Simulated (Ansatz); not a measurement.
Consider the isomerisation: `CCBCF` → `CCB(C)F`.

Gas-phase electronic energies from Ansatz, PBE0-D4/def2-TZVP geometries. CCSD(T)/CBS adds triple-zeta CCSD(T) − MP2 to the extrapolated MP2 energy (def2 sets, frozen cores). Functionals use def2-TZVPP. Each species was taken in one conformer, which may not be the lowest.

Q: Is it downhill or uphill in electronic energy at CCSD(T)/CBS, and by how much? (Best estimate.)

A: Ansatz gave: Downhill: ΔE = -60.4 kcal/mol.

Q: What do these levels give: PBE-D4, revPBE-D4, BLYP-D4, r2SCAN-D4, BHLYP-D4, CAM-B3LYP-D4, ωB97M-V, B2PLYP, PBE, r2SCAN, r2SCAN0, HF/def2-QZVPP? (An estimate is asked.)

A: The calculation gave: PBE-D4 -58.0, revPBE-D4 -57.5, BLYP-D4 -57.7, r2SCAN-D4 -60.1, BHLYP-D4 -59.7, CAM-B3LYP-D4 -59.4, ωB97M-V -59.6, B2PLYP -60.0, PBE -57.9, r2SCAN -60.1, r2SCAN0 -60.7, HF/def2-QZVPP -59.2 kcal/mol.

Largest T1 diagnostic among the species: 0.011.

From BLYP to BHLYP (50 % exact exchange), in def2-TZVPP and without D4, ΔE moves by −2.2 kcal/mol. At CCSD(T), def2-SVP lies −2.1 kcal/mol from the extrapolated value and def2-TZVPP −0.2 kcal/mol.
